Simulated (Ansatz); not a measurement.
`CSB(F)F` → B• + C• + 2 F• + 3 H• + S•  (atomization)

Gas-phase electronic energies from Ansatz, PBE0-D4/def2-TZVP geometries. CCSD(T)/CBS adds triple-zeta CCSD(T) − MP2 to the extrapolated MP2 energy (def2 sets, frozen cores). This one scheme is used for every species, atoms too. Functionals use def2-TZVPP. Open shells (•) are unrestricted, without spin–orbit coupling. Spin–orbit coupling would lower the free atoms: a little for B, C, F, S. Each species was taken in one conformer, which may not be the lowest.

**Question.** What is ΔE at CCSD(T)/CBS? (Best estimate.)

**Answer.** The calculation gave: +3281.5 kJ/mol.

**Question.** What do these levels give: LDA (SPW92), r2SCAN-D4, B97M-V, PBE0-D4, ωB97X-V, PBE, revPBE, r2SCAN0, CCSD/def2-SVP, MP2/def2-TZVPP, CCSD(T)/def2-TZVPP, CCSD/CBS(def2)? (Estimate.)

**Answer.** Computed: LDA (SPW92) 3798.5, r2SCAN-D4 3317.1, B97M-V 3314.1, PBE0-D4 3302.3, ωB97X-V 3293.9, PBE 3360.6, revPBE 3232.4, r2SCAN0 3248.8, CCSD/def2-SVP 3096.7, MP2/def2-TZVPP 3304.0, CCSD(T)/def2-TZVPP 3201.4, CCSD/CBS(def2) 3229.2 kJ/mol.

Largest T1 diagnostic among the species: 0.014.

From BLYP to BHLYP (50 % exact exchange), in def2-TZVPP and without D4, ΔE moves by −95.6 kJ/mol: exact exchange takes away binding that semilocal exchange gives to molecules. Leaving LDA and LC-ωPBE aside and taking each functional with its dispersion term where it has one, the values, not all of them listed here, spread over 200.7 kJ/mol, from BHLYP-D4 to PBE-D4. LDA lies +437.9 kJ/mol from PBE without D4, its usual overbinding. The D4 term adds +24.0 kJ/mol with B3LYP and +12.3 kJ/mol with PBE0; it sums over pairs of atoms, weighted by their polarisabilities, and B3LYP, whose exchange is more repulsive, gets the larger term.

B3LYP here is the variant with VWN-RPA as its local correlation; programs differ in this.

For atomizations the MP2-based limit and the directly extrapolated one differ by several kJ/mol either way, and by 10 to 25 for some Ge, Se and Sn compounds, so smaller differences from it don't rank the levels.
